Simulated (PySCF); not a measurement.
## First hyperpolarisability: SMILES O=Cc1pcn[n]1[GeH3], C3H5GeN2OP

Cartesian coordinates in Å; atom numbers follow the order of the lines, from 1:
```xyz
13

O    -1.8439    1.2840    0.4237
C    -0.7316    1.7761    0.3472
C     0.4260    0.9811    0.0871
P     2.1087    1.4122   -0.0633
C     2.3744   -0.3009   -0.3334
N     1.2997   -1.0524   -0.3054
N     0.2198   -0.3519   -0.0742
Ge   -1.4230   -1.2635   -0.0122
H    -0.5727    2.8575    0.4752
H     3.3268   -0.7680   -0.5162
H    -2.2840   -0.7742   -1.1234
H    -0.9067   -2.6483   -0.2789
H    -1.9979   -1.1512    1.3559
```

Level of theory: quadratic response LC-wPBE/def2-SVPD first hyperpolarisability, Taylor convention, gas phase (PySCF). Geometry: GFN2-xTB.

The calculation is non-relativistic, which matters for the atoms heavier than Zn.

Q: Give β for the processes computed.

A: In 10⁻³⁰ esu, Taylor convention; the vector part is βᵢ = ⅓ Σⱼ (βᵢⱼⱼ + βⱼᵢⱼ + βⱼⱼᵢ); β∥ is 3/5 of the vector part along the dipole, the dipole points from − to +:
```tsv
process	λ (nm)	β vector norm	β∥	β HRS	depolarisation ratio
static β(0;0,0)	∞	2.41	-0.33	0.99	5.22
second harmonic β(−2ω;ω,ω)	1064	3.38	-0.32	1.37	5.88
Pockels β(−ω;ω,0)	1064	2.68	-0.34	–	–
second harmonic β(−2ω;ω,ω)	800	4.69	-0.26	1.89	6.38
Pockels β(−ω;ω,0)	800	2.92	-0.33	–	–
```

Q: Which lowest excitations, dipole and polarisabilities go with it?

A: S1 4.04 eV (f = 0.001); S2 4.74 eV (f = 0.238); S3 4.94 eV (f = 0.008); dipole 0.46 D; isotropic α 102.0 au static, 103.4 au at 1064 nm, 104.6 au at 800 nm, 108.5 au at 532 nm, 115.5 au at 400 nm.
